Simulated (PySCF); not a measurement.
**Bonding in Si(NCO)Cl3**

Species: Si(NCO)Cl3, CCl₃NOSi.
Cartesian coordinates in Å at the PBE0-D3(BJ)/def2-SVP level; atoms count from 1:
```xyz
7
CCl3NOSi angstrom
Si    -0.0034   -0.0158   -0.9494
N      0.0074    0.0355    0.7367
C      0.0372    0.0056    1.9361
O      0.0650   -0.0174    3.0976
Cl     1.9130   -0.0312   -1.6348
Cl    -0.9653    1.6224   -1.6798
Cl    -0.9620   -1.7011   -1.5751
```

Bond orders from the PBE0/pcSseg-1 density (PySCF). Geometry: PBE0-D3(BJ)/def2-SVP; no solvent, vibrations or thermal averaging.

Task: Give the Mayer order of every bond, beside its length.

Result: 
```
   bond  length (Å)  Mayer order
 Si1–N2       1.687        0.972
Si1–Cl5       2.035        1.060
Si1–Cl6       2.035        1.062
Si1–Cl7       2.037        1.059
  N2–C3       1.200        1.855
  C3–O4       1.162        2.089
```

Task: Sum the orders of all bonds at each heavy atom with more than one neighbour.

Result: Si1 4.153, N2 2.827, C3 3.944. Orders between atoms that aren't bonded are not in these sums.

For a closed shell the Mayer order of atoms A and B is Σ (PS)μν (PS)νμ over the basis functions μ on A and ν on B, with P the density and S the overlap matrix.

These values come from a run that also computed NMR shieldings. On one thread of an AMD EPYC, no GPU (shared host), this took 45 s of wall time (with the writing of density and orbital grids) and 0.85 GiB of memory at its peak.
